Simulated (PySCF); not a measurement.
PySCF input for H4N+, SMILES [NH4+], charge +1, TDA-LC-ωPBE/def2-TZVPD. The structure is a stationary point at r2SCAN-D4/def2-TZVPD.

```python
import numpy as np
from pyscf import gto, scf, dft, tdscf

mol = gto.M(
    atom='''
    N     0.00000000    0.00000000    0.00000000
    H     0.59115398   -0.59115398   -0.59115398
    H    -0.59115398   -0.59115398    0.59115398
    H    -0.59115398    0.59115398   -0.59115398
    H     0.59115398    0.59115398    0.59115398
    ''',
    basis='def2-TZVPD',
    charge=1,
    spin=0,
    symmetry=True,
    max_memory=2000,
    verbose=4,
)
mf = dft.RKS(mol, xc='lc_wpbe').density_fit(auxbasis='def2-universal-jkfit')
mf.grids.level = 3
mf.conv_tol = 1e-9
mf.max_cycle = 100
mf.kernel()
mf.grids = dft.Grids(mol).set(level=1).build(with_non0tab=True)  # coarser grid for the response kernel
td = tdscf.TDA(mf)
td.singlet = True
td.nstates = 10
td.conv_tol = 1e-5
td.kernel(x0=td.get_init_guess(mf, 16))
td.analyze()
tt = tdscf.TDA(mf)
tt.singlet = False
tt.nstates = 4
tt.conv_tol = 1e-5
tt.kernel(x0=tt.get_init_guess(mf, 10))
tt.analyze()
```

Program output:

```
PySCF version 2.14.0

[INPUT] verbose = 4
[INPUT] num. atoms = 5
[INPUT] num. electrons = 10
[INPUT] charge = 1
[INPUT] spin (= nelec alpha-beta = 2S) = 0
[INPUT] symmetry True subgroup None
[INPUT] Mole.unit = angstrom
[INPUT] Symbol           X                Y                Z      unit          X                Y                Z       unit  Magmom
[INPUT]  1 N      0.000000000000   0.000000000000   0.000000000000 AA    0.000000000000   0.000000000000   0.000000000000 Bohr   0.0
[INPUT]  2 H      0.591153980000  -0.591153980000  -0.591153980000 AA    1.117119119647  -1.117119119647  -1.117119119647 Bohr   0.0
[INPUT]  3 H     -0.591153980000  -0.591153980000   0.591153980000 AA   -1.117119119647  -1.117119119647   1.117119119647 Bohr   0.0
[INPUT]  4 H     -0.591153980000   0.591153980000  -0.591153980000 AA   -1.117119119647   1.117119119647  -1.117119119647 Bohr   0.0
[INPUT]  5 H      0.591153980000   0.591153980000   0.591153980000 AA    1.117119119647   1.117119119647   1.117119119647 Bohr   0.0

nuclear repulsion = 16.3698996456654
point group symmetry = Td, use subgroup D2
symmetry origin: [0. 0. 0.]
symmetry axis x: [1.00000000e+00 9.61481343e-17 2.88444403e-16]
symmetry axis y: [-9.61481343e-17  1.00000000e+00 -9.61481343e-17]
symmetry axis z: [-2.88444403e-16  9.61481343e-17  1.00000000e+00]
num. orbitals of irrep A = 22
num. orbitals of irrep B1 = 17
num. orbitals of irrep B2 = 17
num. orbitals of irrep B3 = 17
number of shells = 33
number of NR pGTOs = 96
number of NR cGTOs = 73
basis = def2-TZVPD
ecp = {}


[settings echo left out]
init E= -57.1377745146988
HOMO (B3) = -0.588641194563616  LUMO (A) = 0.0239741179530668  gap/eV = 16.67011
cycle= 1 E= -56.8714512627671  delta_E= 0.266  |g|= 0.254  |ddm|= 1.21
HOMO (B2) = -1.00920005606149  LUMO (A) = -0.167267947647012  gap/eV = 22.91014
cycle= 2 E= -56.888009158105  delta_E= -0.0166  |g|= 0.17  |ddm|= 0.214
HOMO (B3) = -0.954277696810491  LUMO (A) = -0.153855071598599  gap/eV = 21.78061
cycle= 3 E= -56.8928003800351  delta_E= -0.00479  |g|= 0.0288  |ddm|= 0.0885
HOMO (B3) = -0.949975348185066  LUMO (A) = -0.151484141743413  gap/eV = 21.72805
cycle= 4 E= -56.8930023736853  delta_E= -0.000202  |g|= 0.00254  |ddm|= 0.029
HOMO (B2) = -0.950220506368202  LUMO (A) = -0.151524171610941  gap/eV = 21.73363
cycle= 5 E= -56.8930045425721  delta_E= -2.17e-06  |g|= 0.000265  |ddm|= 0.00242
HOMO (B2) = -0.950177317715418  LUMO (A) = -0.151510223640674  gap/eV = 21.73284
cycle= 6 E= -56.89300458195  delta_E= -3.94e-08  |g|= 4.71e-05  |ddm|= 0.000648
HOMO (B2) = -0.950185783273575  LUMO (A) = -0.151512458054242  gap/eV = 21.73301
cycle= 7 E= -56.8930045828824  delta_E= -9.32e-10  |g|= 3.82e-06  |ddm|= 0.000223
HOMO (B1) = -0.95018658171021  LUMO (A) = -0.151512820159407  gap/eV = 21.73302
Extra cycle  E= -56.8930045828889  delta_E= -6.52e-12  |g|= 1.43e-06  |ddm|= 9.03e-06
converged SCF energy = -56.8930045828889
tot grids = 15008


******** <class 'pyscf.tdscf.rks.TDA'> for <class 'pyscf.df.df_jk.DFSymAdaptedRKS'> ********
nstates = 10 singlet
deg_eia_thresh = 1.000e-03
wfnsym = None
conv_tol = 1e-05
eigh lindep = 1e-12
eigh level_shift = 0
eigh max_cycle = 100


Excitation energies (eV)
[15.42811755 15.42811755 15.42811755 17.3139009  17.3139009  17.3139009
 17.54404734 17.54404734 17.75684976 17.75684976]

** Singlet excitation energies and oscillator strengths **
Excited State   1:   B3     15.42812 eV     80.36 nm  f=0.1632
       5 -> 6         0.69392
       5 -> 15       -0.12062
Excited State   2:   B1     15.42812 eV     80.36 nm  f=0.1632
       3 -> 6         0.69392
       3 -> 15       -0.12062
Excited State   3:   B2     15.42812 eV     80.36 nm  f=0.1632
       4 -> 6        -0.69392
       4 -> 15        0.12062
Excited State   4:   B2     17.31390 eV     71.61 nm  f=0.0000
       3 -> 9         0.42864
       3 -> 12       -0.22317
       3 -> 18       -0.12349
       5 -> 7         0.42864
       5 -> 10       -0.22317
       5 -> 16       -0.12349
Excited State   5:   B3     17.31390 eV     71.61 nm  f=0.0000
       3 -> 8         0.42864
       3 -> 11       -0.22317
       3 -> 17       -0.12349
       4 -> 7        -0.42864
       4 -> 10        0.22317
       4 -> 16        0.12349
Excited State   6:   B1     17.31390 eV     71.61 nm  f=0.0000
       4 -> 9         0.42864
       4 -> 12       -0.22317
       4 -> 18       -0.12349
       5 -> 8         0.42864
       5 -> 11       -0.22317
       5 -> 17       -0.12349
Excited State   7:    A     17.54405 eV     70.67 nm  f=0.0000
       3 -> 7         0.47564
       3 -> 10       -0.21528
       3 -> 16       -0.12650
       4 -> 8        -0.39758
       4 -> 11        0.17994
       4 -> 17        0.10574
Excited State   8:    A     17.54405 eV     70.67 nm  f=0.0000
       3 -> 7        -0.18447
       4 -> 8        -0.31968
       4 -> 11        0.14469
       5 -> 9        -0.50415
       5 -> 12        0.22818
       5 -> 18        0.13408
Excited State   9:   B1     17.75685 eV     69.82 nm  f=0.1553
       4 -> 9         0.48199
       5 -> 8        -0.48199
Excited State  10:   B2     17.75685 eV     69.82 nm  f=0.1553
       3 -> 9         0.48199
       4 -> 13       -0.10693
       5 -> 7        -0.48199

** Transition electric dipole moments (AU) **
state          X           Y           Z        Dip. S.      Osc.
  1         0.6570      0.0000     -0.0000      0.4317      0.1632
  2        -0.0000      0.0000      0.6570      0.4317      0.1632
  3        -0.0000     -0.6570      0.0000      0.4317      0.1632
  4         0.0000      0.0000      0.0000      0.0000      0.0000
  5        -0.0000      0.0000      0.0000      0.0000      0.0000
  6        -0.0000      0.0000      0.0000      0.0000      0.0000
  7         0.0000      0.0000     -0.0000      0.0000      0.0000
  8         0.0000      0.0000     -0.0000      0.0000      0.0000
  9         0.0000     -0.0000     -0.5976      0.3571      0.1553
 10        -0.0000     -0.5976      0.0000      0.3571      0.1553

** Transition velocity dipole moments (imaginary part, AU) **
state          X           Y           Z        Dip. S.      Osc.
  1         0.3685      0.0000     -0.0000      0.1358      0.1597
  2        -0.0000      0.0000      0.3685      0.1358      0.1597
  3        -0.0000     -0.3685      0.0000      0.1358      0.1597
  4         0.0000      0.0000      0.0000      0.0000      0.0000
  5        -0.0000     -0.0000      0.0000      0.0000      0.0000
  6        -0.0000      0.0000      0.0000      0.0000      0.0000
  7         0.0000     -0.0000      0.0000      0.0000      0.0000
  8         0.0000      0.0000     -0.0000      0.0000      0.0000
  9         0.0000     -0.0000     -0.2956      0.0874      0.0893
 10        -0.0000     -0.2956      0.0000      0.0874      0.0893

** Transition magnetic dipole moments (imaginary part, AU) **
state          X           Y           Z
  1         0.0000      0.0000      0.0000
  2        -0.0000      0.0000      0.0000
  3         0.0000      0.0000      0.0000
  4         0.0000     -0.6053      0.0000
  5        -0.6053     -0.0000     -0.0000
  6        -0.0000      0.0000      0.6053
  7        -0.0000      0.0000      0.0000
  8         0.0000     -0.0000     -0.0000
  9         0.0000      0.0000      0.0000
 10         0.0000     -0.0000     -0.0000


******** <class 'pyscf.tdscf.rks.TDA'> for <class 'pyscf.df.df_jk.DFSymAdaptedRKS'> ********
nstates = 4 triplet
deg_eia_thresh = 1.000e-03
wfnsym = None
conv_tol = 1e-05
eigh lindep = 1e-12
eigh level_shift = 0
eigh max_cycle = 100


Excitation energies (eV)
[14.37271147 14.37271147 14.37271147 15.13369399]

** Triplet excitation energies and oscillator strengths **
Excited State   1:   B3     14.37271 eV     86.26 nm  f=0.0000
       3 -> 8        -0.14156
       4 -> 7        -0.14156
       5 -> 6        -0.63525
       5 -> 15        0.18201
Excited State   2:   B1     14.37271 eV     86.26 nm  f=0.0000
       3 -> 6         0.63525
       3 -> 15       -0.18201
       4 -> 9        -0.14156
       5 -> 8         0.14156
Excited State   3:   B2     14.37271 eV     86.26 nm  f=0.0000
       3 -> 9         0.14156
       4 -> 6        -0.63525
       4 -> 15        0.18201
       5 -> 7        -0.14156
Excited State   4:    A     15.13369 eV     81.93 nm  f=0.0000
       3 -> 7         0.33552
       3 -> 10       -0.16934
       3 -> 16       -0.13915
       4 -> 8         0.33552
       4 -> 11       -0.16934
       4 -> 17       -0.13915
       5 -> 9        -0.33552
       5 -> 12        0.16934
       5 -> 18        0.13915

** Transition electric dipole moments (AU) **
state          X           Y           Z        Dip. S.      Osc.
  1         0.0000      0.0000      0.0000      0.0000      0.0000
  2         0.0000      0.0000      0.0000      0.0000      0.0000
  3         0.0000      0.0000      0.0000      0.0000      0.0000
  4         0.0000      0.0000      0.0000      0.0000      0.0000

** Transition velocity dipole moments (imaginary part, AU) **
state          X           Y           Z        Dip. S.      Osc.
  1        -0.0000     -0.0000     -0.0000      0.0000      0.0000
  2        -0.0000     -0.0000     -0.0000      0.0000      0.0000
  3        -0.0000     -0.0000     -0.0000      0.0000      0.0000
  4        -0.0000     -0.0000     -0.0000      0.0000      0.0000

** Transition magnetic dipole moments (imaginary part, AU) **
state          X           Y           Z
  1        -0.0000     -0.0000     -0.0000
  2        -0.0000     -0.0000     -0.0000
  3        -0.0000     -0.0000     -0.0000
  4        -0.0000     -0.0000     -0.0000
```

Self-consistency was reached.

Cost: around 18 core-seconds (rough).
